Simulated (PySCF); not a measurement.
**Frontier orbitals and the lowest excitations**

Compound: C₅H₇F₃N₂.
SMILES with atom numbers: `[CH3:1][C:2]([CH3:3])=[N:4]/[N:5]=[CH:6]/[C:7]([F:8])([F:9])[F:10]` (hydrogens: H11, H12, H13 on C1; H14, H15, H16 on C3; H17 on C6)

Cartesian coordinates in Å at the PBE0-D3(BJ)/def2-SVP level; atoms count from 1:
```
atom  x, y, z in Å
C1    -1.454   -0.984   -0.644
C2    -1.267    0.131    0.338
C3    -2.470    0.828    0.882
N4    -0.114    0.532    0.726
N5     0.973   -0.129    0.317
C6     1.827    0.471   -0.402
C7     3.094   -0.234   -0.787
F8     3.244   -0.207   -2.118
F9     3.122   -1.496   -0.390
F10    4.155    0.391   -0.263
H11   -0.643   -1.720   -0.533
H12   -2.430   -1.471   -0.517
H13   -1.406   -0.603   -1.678
H14   -3.079    1.247    0.064
H15   -2.169    1.636    1.560
H16   -3.113    0.115    1.425
H17    1.714    1.504   -0.764
```

Theory: TDDFT PBE0/def2-SVPD, vertical, gas phase, core orbitals frozen in the response in PySCF.

Kohn–Sham orbitals with the atoms that hold most of them (Löwdin shares over 4%, at most four atoms; ? is withheld):

```
orbital  ε (eV)                            atoms
 HOMO-3  -10.67   C3 21%, C2 17%, C1 15%, N5 14%
 HOMO-2  -10.29    N4 21%, N5 15%, C6 14%, C2 7%
 HOMO-1   -7.95                                ?
   HOMO       ?                                ?
   LUMO   -1.41   N5 29%, C6 26%, N4 12%, C2 10%
 LUMO+1   -0.11    N4 26%, C2 25%, N5 13%, C6 8%
 LUMO+2    0.54  C3 20%, C1 18%, H12 10%, C2 10%
```

**Question.** Which atoms hold the HOMO-1, and with what shares?

**Answer.** N4 (bonded to C and N) 35%; N5 (bonded to C and N) 17%; C6 (bonded to C, N and H) 17%; C2 (bonded to 2 C and N) 13%. By element: nitrogen 52%, carbon 30% or more.

**Question.** Give the leading atoms of the HOMO.

**Answer.** N5 (bonded to C and N) 33%; N4 (bonded to C and N) 32%; C2 (bonded to 2 C and N) 12%; C6 (bonded to C, N and H) 7%. By element: nitrogen 65%, carbon 19% or more.

**Question.** What is the HOMO energy, and the HOMO–LUMO gap?

**Answer.** ε(HOMO) = -7.43 eV; the gap is 6.03 eV (0.2214 hartree).

**Question.** The HOMO–LUMO gap is 6.03 eV. Where does the response calculation put the lowest singlet, and from which orbitals?

**Answer.** S1 is at 4.40 eV (f = 0.0009), 1.63 eV below the gap, made of HOMO→LUMO (94%). 

Next come S2 at 5.27 eV (f 0.062), HOMO-1→LUMO (63%), HOMO→LUMO+1 (27%); S3 at 6.14 eV (f 0.453), HOMO→LUMO+1 (57%), HOMO-1→LUMO (32%); S4 at 6.76 eV (f 0.037), HOMO-1→LUMO+1 (54%), HOMO→LUMO+2 (27%), HOMO→LUMO+1 (9%); S5 at 7.03 eV (f 0.066), HOMO→LUMO+2 (65%), HOMO-2→LUMO (16%), HOMO-1→LUMO+1 (14%).

One conformer stands for the species.
